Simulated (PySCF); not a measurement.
C₄H₃ClF₂. Atoms are numbered in the order given.

```xyz
10

C     -2.1500     0.5586     0.0000
C     -1.0828    -0.2463     0.0000
F     -1.2512    -1.5781     0.0000
C      0.3281     0.1541     0.0000
Cl     0.6609     1.8704     0.0000
C      1.3970    -0.6639     0.0000
F      1.3143    -1.9873     0.0000
H     -3.1503     0.1241     0.0000
H     -2.0295     1.6394     0.0000
H      2.4225    -0.2863     0.0000
```
Charge 0, spin multiplicity 1.

Coordinates come from a B3LYP-D3(BJ)/def2-SVP optimisation. The structure was generated by enumeration; whether it is a known compound was not checked. One conformer was computed; it need not be the lowest.

Method: B3LYP-D3(BJ)/def2-SVP (PySCF).

Frequencies are harmonic and unscaled.

```csv
mode,ν (cm⁻¹),IR (km/mol),Raman (Å⁴/amu),depolarisation,moving atoms (share of kinetic energy)
1,54,0.6,2.1,0.75,"F 55 %, C 29 %, H 10 %"
2,207,0.2,0.6,0.72,"F 72 %, C 14 %, Cl 9 %"
3,274,2.6,2.8,0.67,"C 44 %, Cl 36 %, F 11 %, H 9 %"
4,275,2.7,2.3,0.75,"C 56 %, F 25 %, H 10 %, Cl 10 %"
5,335,4.2,0.2,0.75,"C 69 %, H 26 %"
6,381,3.1,3.6,0.64,"F 61 %, C 29 %"
7,446,1.2,3.8,0.15,"F 34 %, Cl 32 %, C 21 %, H 12 %"
8,494,7.2,3.3,0.68,"C 30 %, F 28 %, Cl 23 %, H 19 %"
9,675,0.0,11.1,0.75,"C 87 %, H 11 %"
10,728,0.3,3.4,0.75,H 91 %
11,775,0.4,7.6,0.20,"C 78 %, H 16 %"
12,863,18.9,4.5,0.75,"H 69 %, C 30 %"
13,876,41.8,5.7,0.75,"H 69 %, C 31 %"
14,957,11.5,4.2,0.20,"H 49 %, C 28 %, F 24 %"
15,1016,118.7,2.1,0.75,"C 75 %, F 15 %"
16,1190,97.7,2.2,0.12,"C 61 %, F 31 %"
17,1295,62.0,4.7,0.40,"H 62 %, C 29 %, F 9 %"
18,1378,17.9,5.2,0.74,"H 73 %, C 24 %"
19,1413,41.1,89.3,0.34,"C 57 %, H 41 %"
20,1685,0.9,1.5,0.45,C 91 %
21,1736,129.3,335.4,0.28,C 94 %
22,3186,3.8,98.6,0.14,H 94 %
23,3214,3.7,77.6,0.28,"H 91 %, C 9 %"
24,3300,0.5,59.8,0.74,"H 89 %, C 11 %"
```
